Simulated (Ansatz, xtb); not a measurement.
## C2H6BN: which of two isomers lies lower

Structure a: `BC(=C)N`, a singlet. Structure b: `B/C=C\N`, a singlet. Both are isolated molecules in the gas phase, relaxed with PBE0-D3(BJ)/def2-SVP; the shapes shown needn't be the lowest conformers.

a (Å):

```xyz
10

C    -0.5878    0.0545   -0.1955
C    -1.0635    1.1427   -0.8606
B    -1.0946   -0.1554    1.2505
N     0.2965   -0.8489   -0.7455
H    -1.7796    0.6908    1.7709
H    -0.8324   -1.1715    1.8587
H    -0.8202    1.3504   -1.9097
H    -1.7092    1.8537   -0.3458
H     0.4314   -0.8483   -1.7485
H     0.3505   -1.7614   -0.3159
```

b (Å):

| atom | x (Å) | y (Å) | z (Å) |
| --- | --- | --- | --- |
| C | -0.5563 | 0.7356 | -0.7537 |
| C | -1.6518 | 0.1610 | -0.1494 |
| B | 0.8656 | 0.3059 | -0.5087 |
| N | -1.6478 | -0.8479 | 0.7337 |
| H | 1.8008 | 0.8401 | -1.0628 |
| H | 1.1243 | -0.6034 | 0.2638 |
| H | -0.7983 | 1.5492 | -1.4439 |
| H | -2.6609 | 0.5289 | -0.3784 |
| H | -2.5025 | -1.2077 | 1.1276 |
| H | -0.7676 | -1.2620 | 1.0149 |

Quicker runs give these differences E(b) − E(a): GFN2-xTB −5.9 kcal/mol; HF/STO-3G −5.6 kcal/mol (at GFN2-xTB geometries); r2SCAN-D4/def2-SVP −11.1 kcal/mol (at GFN2-xTB geometries).

Q: Estimate E(b) − E(a) at the level CCSD(T)/def2-TZVP.

A: Calculated at CCSD(T)/def2-TZVP: E(b) − E(a) = −7.0 kcal/mol, so structure b lies lower.

The same difference at several levels:

```json
{"level": "GFN2-xTB", "geometry": "GFN2-xTB", "E(b) − E(a) (kcal/mol)": "−5.9", "departure from the last row (kcal/mol)": "+1.1", "job, with rough time for the two": "optimisation, 0.39 s"}
{"level": "HF/STO-3G", "geometry": "GFN2-xTB", "E(b) − E(a) (kcal/mol)": "−5.6", "departure from the last row (kcal/mol)": "+1.4", "job, with rough time for the two": "single point, 0.58 s"}
{"level": "r2SCAN-D4/def2-SVP", "geometry": "GFN2-xTB", "E(b) − E(a) (kcal/mol)": "−11.1", "departure from the last row (kcal/mol)": "−4.2", "job, with rough time for the two": "single point, 4.5 s"}
{"level": "PBE0-D3(BJ)/def2-SVP", "geometry": "PBE0-D3(BJ)/def2-SVP", "E(b) − E(a) (kcal/mol)": "−10.7", "departure from the last row (kcal/mol)": "−3.7", "job, with rough time for the two": "optimisation, 70 s"}
{"level": "HF/def2-TZVP", "geometry": "PBE0-D3(BJ)/def2-SVP", "E(b) − E(a) (kcal/mol)": "−7.9", "departure from the last row (kcal/mol)": "−0.9", "job, with rough time for the two": "part of the CCSD(T) run"}
{"level": "MP2/def2-TZVP", "geometry": "PBE0-D3(BJ)/def2-SVP", "E(b) − E(a) (kcal/mol)": "−7.8", "departure from the last row (kcal/mol)": "−0.9", "job, with rough time for the two": "part of the CCSD(T) run"}
{"level": "CCSD(T)/def2-TZVP", "geometry": "PBE0-D3(BJ)/def2-SVP", "E(b) − E(a) (kcal/mol)": "−7.0", "departure from the last row (kcal/mol)": "", "job, with rough time for the two": "single point, 1.8 min"}
```

As drawn, both hold the same kinds of bond in the same numbers.

None of the levels shown reverses the order. The largest departure from CCSD(T)/def2-TZVP is that of r2SCAN-D4/def2-SVP, 4.2 kcal/mol.

With harmonic frequencies from PBE0-D3(BJ)/def2-SVP (ideal gas, rigid rotor, one conformer each, 298.15 K, 1 atm): the zero-point term adds +0.8 kcal/mol; ΔH is −6.3 and ΔG −6.1 kcal/mol.

The correlated steps freeze 4 core orbitals. Mirror images aren't counted in ΔG. Run with Ansatz 0.2.0, xtb 6.7.1; the last row on 2 threads of AMD EPYC (Zen 3) on a shared host.
